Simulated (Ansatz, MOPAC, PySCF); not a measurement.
Constitutional and geometric isomers with formula C2H4S3. Isolated molecules, 0 K electronic values unless said otherwise. One relaxed conformer stands for each flexible species; it need not be the lowest. Strings in code marks are SMILES.

Quantity: electronic energy of isomers of C2H4S3 relative to `S=C(S)CS`, in kJ/mol. The restricted reference of `S=CCSS`, `S=C(S)CS` and `SC=C(S)S` is unstable towards unrestricted orbitals. Semi-empirical values (MOPAC) are differences of heats of formation.

Level 1: frozen-core MP2/cc-pVTZ // PBE0-D3(BJ)/def2-TZVP (Ansatz, a quantum-chemistry and plane-wave program)
Level 2: PBE/6-31G* // PBE0-D3(BJ)/def2-TZVP (PySCF)
Level 3: PM3 // PBE0-D3(BJ)/def2-TZVP (MOPAC)
Level 4: PM7 // PBE0-D3(BJ)/def2-TZVP (MOPAC)

```
species                          level 1  level 2  level 3  level 4
-------------------------------  -------  -------  -------  -------
`S=CCSS`                           22.23    22.34    26.32    21.24
`C=C(S)SS`                         25.64     42.0    -45.9   -25.39
`S/C=C\SS`                         27.25    33.39    -55.4   -28.50
`SC1SCS1` (H–S–C–S torsion 94°)    36.25    39.90   -32.60     8.27
`SC=C(S)S`                         33.52     48.6    -58.7   -38.08
```
